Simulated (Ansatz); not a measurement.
```xyz
15

C    -2.288   -1.468   -0.315
N    -1.354   -0.481    0.188
Si    0.118   -0.043   -0.503
F     0.070    1.081   -1.633
F     0.617   -1.329   -1.302
N     1.150    0.554    0.686
C     2.245    1.484    0.497
H    -2.695   -2.075    0.499
H    -1.771   -2.142   -0.999
H    -3.126   -1.017   -0.859
H    -1.748    0.149    0.867
H     1.182    0.054    1.560
H     2.273    2.227    1.299
H     2.108    2.021   -0.442
H     3.220    0.985    0.457
```

Total charge 0; spin multiplicity 1.

Q: List the PBE/def2-TZVPP orbital energies in eV (Ansatz 0.2.0). (Estimate.)

A: The calculation gave: Occupied: -1780.77, -659.43, -659.43, -380.27, -380.27, -269.58, -269.58, -138.29, -95.07, -95.04, -94.99, -29.49, -28.93, -22.17, -21.79, -16.84, -16.32, -13.63, -12.56, -11.78, -11.43, -11.36, -10.76, -10.46, -10.31, -10.12, -9.72, -9.60, -9.23, -8.97, -8.67, -5.90, -5.80. Lowest empty: -0.01, 0.71, 1.10, 1.40, 1.75, 1.91, 2.48, 2.66.
